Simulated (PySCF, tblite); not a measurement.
Isomers of CH14ClNSi5. Level: GFN2-xTB in tblite, geometry and Hessian alike; calculated harmonic values, unscaled, isolated species. Errors from tens to a few hundred cm⁻¹ against measured bands are possible. Modes of hydrogen on silicon can be 10 to 20 % off. One conformer each.

Electronic energies: PBE0/pcSseg-1 single points on the GFN2-xTB geometries (PySCF, gas phase).

| SMILES | electronic energy, lowest = 0 (kcal/mol) |
| --- | --- |
| [SiH3][SiH2]C[Si@@H](Cl)N([SiH3])[SiH3] | 0.0 |
| [SiH3]N([SiH3])C[SiH2][Si@H]([SiH3])Cl | 35.7 |
| [SiH3][Si]([SiH3])([SiH3])NC[SiH2]Cl | 42.4 |
| [SiH3][C@@H]([SiH2]Cl)[SiH2]N([SiH3])[SiH3] | 2.2 |

Question: How do GFN2-xTB zero-point energies change the relative energies?

Answer: 
```json
{"SMILES": "[SiH3][SiH2]C[Si@@H](Cl)N([SiH3])[SiH3]", "ZPE (kcal/mol)": "82.5", "of it from modes above 1550 cm⁻¹": "46.9", "electronic (kcal/mol)": "0.0", "with ZPE, lowest = 0 (kcal/mol)": "0.0", "lowest mode (cm⁻¹)": "7i", "rings": "0"}
{"SMILES": "[SiH3][C@@H]([SiH2]Cl)[SiH2]N([SiH3])[SiH3]", "ZPE (kcal/mol)": "81.2", "of it from modes above 1550 cm⁻¹": "45.9", "electronic (kcal/mol)": "2.2", "with ZPE, lowest = 0 (kcal/mol)": "0.9", "lowest mode (cm⁻¹)": "16", "rings": "0"}
{"SMILES": "[SiH3]N([SiH3])C[SiH2][Si@H]([SiH3])Cl", "ZPE (kcal/mol)": "82.4", "of it from modes above 1550 cm⁻¹": "46.3", "electronic (kcal/mol)": "35.7", "with ZPE, lowest = 0 (kcal/mol)": "35.6", "lowest mode (cm⁻¹)": "16", "rings": "0"}
{"SMILES": "[SiH3][Si]([SiH3])([SiH3])NC[SiH2]Cl", "ZPE (kcal/mol)": "83.6", "of it from modes above 1550 cm⁻¹": "48.2", "electronic (kcal/mol)": "42.4", "with ZPE, lowest = 0 (kcal/mol)": "43.6", "lowest mode (cm⁻¹)": "20", "rings": "0"}
```

The zero-point energies span 2.4 kcal/mol, from `[SiH3][C@@H]([SiH2]Cl)[SiH2]N([SiH3])[SiH3]` to `[SiH3][Si]([SiH3])([SiH3])NC[SiH2]Cl`. Slightly imaginary modes are left out of the zero-point energy: `[SiH3][SiH2]C[Si@@H](Cl)N([SiH3])[SiH3]` 7.3i cm⁻¹. The order is unchanged.

Question: And how do the electronic energies of GFN2-xTB itself compare?

Answer: `[SiH3][SiH2]C[Si@@H](Cl)N([SiH3])[SiH3]` 9.0; `[SiH3][C@@H]([SiH2]Cl)[SiH2]N([SiH3])[SiH3]` 0.0; `[SiH3]N([SiH3])C[SiH2][Si@H]([SiH3])Cl` 28.4; `[SiH3][Si]([SiH3])([SiH3])NC[SiH2]Cl` 59.9 kcal/mol, lowest = 0. Against the energies above, taken from the same isomer `[SiH3][SiH2]C[Si@@H](Cl)N([SiH3])[SiH3]`, the largest difference is 16.3 kcal/mol.
